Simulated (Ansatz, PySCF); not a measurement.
The pair A = BH3 (SMILES B) (first 4 atoms), B = H2S (SMILES S); geometry from B3LYP-D3(BJ)/def2-TZVP.
(charge 0, multiplicity 1):
```xyz
7

B     -0.449    -0.325     0.670
H      0.406    -0.887     0.038
H     -1.248    -1.057     1.191
H     -0.879     0.690     0.202
S      0.628     0.229     2.297
H     -0.201     1.071     2.942
H      1.392     1.235     1.832
```

Correlated levels freeze the cores. CBS: X⁻³ extrapolation of the correlation energy, Hartree–Fock from the larger set.

Codes used: Ansatz (Gaussian orbitals); PySCF for the dispersion terms. Each number belongs to the level named beside it.

The monomers are drawn apart, rigid, along the line of their centres of mass. Counterpoise-corrected interaction energies (kcal/mol):

| level | R = 2.913 Å | R = 3.724 Å |
|---|---|---|
| PBE/def2-TZVPPD | -11.5549 | -3.2488 |
| PBE-D3(BJ)/def2-TZVPPD | -12.5336 | -3.7648 |
| wB97M-V/def2-TZVPPD | -10.1656 | -2.9860 |
| CCSD(T)/CBS(aug-cc-pV(D+d)Z, aug-cc-pV(T+d)Z) | -9.3726 | -2.7865 |

Problem. R is the distance of the centres of mass. Find the local exponent m of E ∝ R⁻ᵐ between the two points.

Solution. 
m = ln(E₁/E₂)/ln(R₂/R₁): PBE/def2-TZVPPD 5.2; PBE-D3(BJ)/def2-TZVPPD 4.9; wB97M-V/def2-TZVPPD 5.0; CCSD(T)/CBS(aug-cc-pV(D+d)Z, aug-cc-pV(T+d)Z) 4.9. For scale, two fixed dipoles give m = 3, dipole and quadrupole 4, quadrupoles 5, and dispersion or dipole-induced dipole 6 at long range; at these distances several terms mix, and what is left of overlap and damping shifts m, so it need not match one of them.

Ansatz is an electronic-structure program.
